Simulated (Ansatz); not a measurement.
**Energy profile**

The step: Si₄H₉F ([F][Si]([SiH3])([SiH3])[SiH3]) + HCl + H₂O → Si₃H₆ClF ([F][Si]([SiH3])([SiH3])[Cl]) + SiH₄ + H₂O; bonds formed: Si1–Cl7, Si2–H8, H6–O9; bonds broken: Si1–Si2, H6–Cl7, H8–O9 (atoms numbered as in the saddle structure below).

```xyz
19
angstrom
Si -0.6678 -0.0943 -0.3049
Si 1.2578 1.1591 -1.3044
Si -1.9709 -0.0662 1.6376
Si -0.2935 -2.0764 -1.4865
F -1.5350 0.8698 -1.3311
H 1.2238 0.5582 1.8641
Cl 0.9692 -1.2736 1.3323
H 0.6492 1.1743 0.4275
O 1.1123 1.5340 1.6088
H 2.6185 0.7387 -0.8923
H 0.9165 0.6254 -2.6429
H 1.1569 2.6419 -1.3065
H -3.2574 0.6316 1.3608
H -2.2432 -1.4819 1.9887
H -1.2834 0.6183 2.7586
H -0.7468 -3.2264 -0.6660
H 1.1535 -2.2035 -1.7978
H -1.0546 -2.0445 -2.7677
H 1.9950 1.9158 1.5218
```

Electronic energies by CCSD(T) at an estimated basis limit (MP2 extrapolated from triple and quadruple zeta, plus CCSD(T) − MP2 in triple zeta), on PBE0-D4/def2-TZVP structures; Si$_{4}$H$_{12}$ClOF, singlet; no counterpoise correction. Computed with Ansatz 0.2.0 (basis: def2-TZVPP and def2-QZVPP); correlated methods freeze the cores. Extrapolation: Hartree–Fock as exp(−7.88 √X), correlation as X^−2.97.

Q: Give the profile in kcal/mol, counted from the separated reactants. (An estimate is asked for; the value comes from the calculation.)

A: The calculation gives:
```tsv
point	kcal/mol
separated: Si$_{4}$H$_{9}$F (linked as [F][Si]([SiH3])([SiH3])[SiH3]; Si1, Si2, Si3, Si4, F5, H10, H11, H12, H13, H14, H15, H16, H17, H18; singlet) + HCl (H6, Cl7; singlet) + H$_{2}$O (H8, O9, H19; singlet)	0.00
start structure	-8.88
saddle	28.28
end structure	-30.06
separated: Si$_{3}$H$_{6}$ClF (linked as [F][Si]([SiH3])([SiH3])[Cl]; Si1, Si3, Si4, F5, Cl7, H13, H14, H15, H16, H17, H18; singlet) + SiH$_{4}$ (Si2, H8, H10, H11, H12; singlet) + H$_{2}$O (H6, O9, H19; singlet)	-24.27
```

The T1 diagnostic stays at or below 0.014.

For scale, one of the runs: CCSD(T)/def2-TZVPP, 440 basis functions, launched by `ansatz run in.yaml --threads 4 --pin off --events-out ev --progress --plain --max-ram 66560MiB --backend cuda --devices 0, --max-vram 37GiB`. The run took 46 s on 4 CPU threads of an AMD EPYC 7R13 and a share of one NVIDIA H100 (shared host), with 1.8 GiB of host memory at its peak.
